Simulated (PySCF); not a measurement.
Ionisation energy of Pt⁶⁰⁺ by level of theory

Pt⁶⁰⁺ [Ar] (1S) → Pt⁶¹⁺ [Ne] 3s2 3p5 (2P), as a difference of total energies. Calculation: PySCF 2.14, in an uncontracted even-tempered set (17 s from 17 bohr⁻², ratio 2.5; 12 p from 22 bohr⁻², ratio 2.5; 4 d from 89 bohr⁻², ratio 2.7; 4 f from 130 bohr⁻², ratio 2.7); scalar relativity by spin-free X2C-1e. Correlated levels: outer shells: 1s2 frozen; virtual orbitals above 40 to 60 times the deepest correlated orbital energy dropped. The calculations carry no spin-orbit coupling.

```tsv
method	ionisation energy (eV)
UHF	6659.9
LDA	6660.0
PBE	6661.0
PBE0	6661.3
r2SCAN	6662.5
MN15	6667.0
M06	6662.1
MP2 (outer shells)	6661.0
SCS-MP2 (outer shells)	6660.9
```

A first-order spin-orbit estimate (lowest level to lowest level, LS coupling) adds -137.3 eV.

Breit and QED terms and the two-electron picture change are absent.

For comparison: 6517 ± 10 eV (theoretical estimate listed by NIST; NIST Atomic Spectra Database, ionization energies).
